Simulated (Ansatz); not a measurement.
# Molecular dynamics of CH9NSSi2

The input (input.yaml):

```yaml
crystal:
  periodic: [false, false, false]
  atoms:
    - { symbol: C, position_ang: [-2.04977, 0.450798, 0.892892] }
    - { symbol: S, position_ang: [-0.753195, -0.198635, 1.951785] }
    - { symbol: Si, position_ang: [0.843735, -0.406383, 0.508687] }
    - { symbol: "N", position_ang: [0.38043, -1.77928, -0.566095] }
    - { symbol: Si, position_ang: [1.307979, 1.306752, -0.858839] }
    - { symbol: H, position_ang: [-2.766128, -0.260244, 0.46497] }
    - { symbol: H, position_ang: [-2.755887, 1.064634, 1.529985] }
    - { symbol: H, position_ang: [-1.757076, 1.097095, 0.090937] }
    - { symbol: H, position_ang: [2.02894, -0.701049, 1.305312] }
    - { symbol: H, position_ang: [0.36903, -2.637255, 0.081493] }
    - { symbol: H, position_ang: [1.102051, -1.934337, -1.263313] }
    - { symbol: H, position_ang: [2.441158, 2.148828, -0.348091] }
    - { symbol: H, position_ang: [0.070728, 1.957459, -1.299718] }
    - { symbol: H, position_ang: [1.889106, 0.69239, -1.983688] }
basis:
  gaussian: { orbitals: STO-3G }
hamiltonian:
  xc: b3lyp
  dispersion: d4
md:
  timestep: 0.5
  n_steps: 166
  ensemble: nvt_langevin
  temperature: 300.0
  initial_velocities: maxwell_boltzmann
  seed: 515455
  friction: 0.005
scf:
  lower_state_search: "off"
```

Launched with:

```bash
$ ansatz run input.yaml --threads 1 --pin off --max-ram 2048MiB --backend cpu --events-out ev --progress --plain --runs-dir out
```

It goes on from the last frame of an earlier run, with new velocities.

Output, in part (step lines, the closing report, with atoms numbered from 0):

```
md step     0: t =     0.00 fs  T =   278.6 K  F+E_penalty+E_count = -28930.63710886 eV  E_kin = 0.504114 eV  (12 SCF iters)
[... lines left out ...]
Total energy: -28930.73468281 eV, -1063.1848896369 hartree
Atom 0 at    -1.973779     0.626535     1.222134 Å, force    -0.732475     1.150905    -2.143379 eV/Å
Atom 1 at    -0.563060    -0.116173     2.076642 Å, force    -0.021218    -0.261487     0.288226 eV/Å
Atom 2 at     0.707457    -0.496251     0.395880 Å, force     0.441678     0.106025     0.163734 eV/Å
Atom 3 at     0.122637    -1.784247    -0.677982 Å, force    -0.168464    -0.697906     0.292804 eV/Å
Atom 4 at     1.022696     1.433894    -0.782627 Å, force    -0.281330     0.723449     0.804518 eV/Å
Atom 5 at    -2.014362     0.272584     0.152171 Å, force     0.364804     0.745381     0.661655 eV/Å
Atom 6 at    -2.950917     0.301297     1.557130 Å, force    -0.470372    -0.496589     1.114001 eV/Å
Atom 7 at    -2.048244     1.768025     1.244124 Å, force     0.602029    -1.394458    -0.129064 eV/Å
Atom 8 at     1.909816    -0.902656     1.113206 Å, force     0.100247     0.023015    -0.203179 eV/Å
Atom 9 at     0.249643    -2.781814    -0.310701 Å, force    -0.011910     1.083232    -0.272119 eV/Å
Atom 10 at     0.588967    -1.761684    -1.617051 Å, force    -0.029804    -0.059666     0.091643 eV/Å
Atom 11 at     0.652835     2.517052     0.142721 Å, force     0.128288    -0.464613    -0.407859 eV/Å
Atom 12 at     0.108661     1.571954    -1.905350 Å, force     0.387720    -0.146392    -0.018312 eV/Å
Atom 13 at     2.408350     1.730068    -1.122895 Å, force    -0.309194    -0.310895    -0.242669 eV/Å
Dipole moment:     0.245914    -0.123299    -0.282508 e Å
```

The steps, from the saved trajectory:

```json
{"time (fs)": "0", "T (K)": "279", "potential energy less start (eV)": "0.000"}
{"time (fs)": "2.5", "T (K)": "324", "potential energy less start (eV)": "-0.067"}
{"time (fs)": "5", "T (K)": "264", "potential energy less start (eV)": "0.017"}
{"time (fs)": "7.5", "T (K)": "340", "potential energy less start (eV)": "-0.098"}
{"time (fs)": "10", "T (K)": "278", "potential energy less start (eV)": "0.003"}
{"time (fs)": "12.5", "T (K)": "261", "potential energy less start (eV)": "0.010"}
{"time (fs)": "15", "T (K)": "271", "potential energy less start (eV)": "0.001"}
{"time (fs)": "17.5", "T (K)": "276", "potential energy less start (eV)": "0.005"}
{"time (fs)": "20", "T (K)": "315", "potential energy less start (eV)": "-0.020"}
{"time (fs)": "22.5", "T (K)": "267", "potential energy less start (eV)": "0.116"}
{"time (fs)": "25", "T (K)": "300", "potential energy less start (eV)": "0.042"}
{"time (fs)": "27.5", "T (K)": "342", "potential energy less start (eV)": "-0.009"}
{"time (fs)": "30", "T (K)": "309", "potential energy less start (eV)": "0.061"}
{"time (fs)": "32.5", "T (K)": "269", "potential energy less start (eV)": "0.105"}
{"time (fs)": "35", "T (K)": "301", "potential energy less start (eV)": "0.079"}
{"time (fs)": "37.5", "T (K)": "401", "potential energy less start (eV)": "-0.084"}
{"time (fs)": "40", "T (K)": "419", "potential energy less start (eV)": "-0.072"}
{"time (fs)": "42.5", "T (K)": "341", "potential energy less start (eV)": "0.083"}
{"time (fs)": "45", "T (K)": "371", "potential energy less start (eV)": "0.016"}
{"time (fs)": "47.5", "T (K)": "418", "potential energy less start (eV)": "-0.081"}
{"time (fs)": "50", "T (K)": "423", "potential energy less start (eV)": "-0.054"}
{"time (fs)": "52.5", "T (K)": "383", "potential energy less start (eV)": "0.023"}
{"time (fs)": "55", "T (K)": "352", "potential energy less start (eV)": "0.113"}
{"time (fs)": "57.5", "T (K)": "379", "potential energy less start (eV)": "0.017"}
{"time (fs)": "60", "T (K)": "379", "potential energy less start (eV)": "0.024"}
{"time (fs)": "62.5", "T (K)": "336", "potential energy less start (eV)": "0.058"}
{"time (fs)": "65", "T (K)": "403", "potential energy less start (eV)": "-0.104"}
{"time (fs)": "67.5", "T (K)": "407", "potential energy less start (eV)": "-0.100"}
{"time (fs)": "70", "T (K)": "430", "potential energy less start (eV)": "-0.161"}
{"time (fs)": "72.5", "T (K)": "258", "potential energy less start (eV)": "0.114"}
{"time (fs)": "75", "T (K)": "295", "potential energy less start (eV)": "0.023"}
{"time (fs)": "77.5", "T (K)": "298", "potential energy less start (eV)": "0.011"}
{"time (fs)": "80", "T (K)": "314", "potential energy less start (eV)": "-0.037"}
{"time (fs)": "82.5", "T (K)": "322", "potential energy less start (eV)": "-0.082"}
```

The run went to its last step. The mean temperature of the second half is 20 % above the set value. A run of 0.083 ps of so small a system gives no equilibrium averages. Limits of this set-up: minimal basis.

The same pairs are bonded in the first frame and the last. Pairs count as bonded within 1.25 times the sum of covalent radii (0.12 Å more for H–H).

Last frame:

```xyz
14
Properties=species:S:1:pos:R:3
C -1.974 0.626 1.222
S -0.563 -0.116 2.077
Si 0.708 -0.496 0.396
N 0.123 -1.784 -0.678
Si 1.023 1.434 -0.783
H -2.014 0.273 0.152
H -2.951 0.301 1.557
H -2.048 1.768 1.244
H 1.910 -0.903 1.113
H 0.250 -2.782 -0.311
H 0.589 -1.762 -1.617
H 0.653 2.517 0.143
H 0.109 1.572 -1.905
H 2.408 1.730 -1.123
```

The run took 9.2 min on 1 thread of Intel(R) Xeon(R) Platinum 8175M CPU @ 2.50GHz (Skylake/Cascade Lake), with other jobs on the host, peak memory 0.12 GiB.
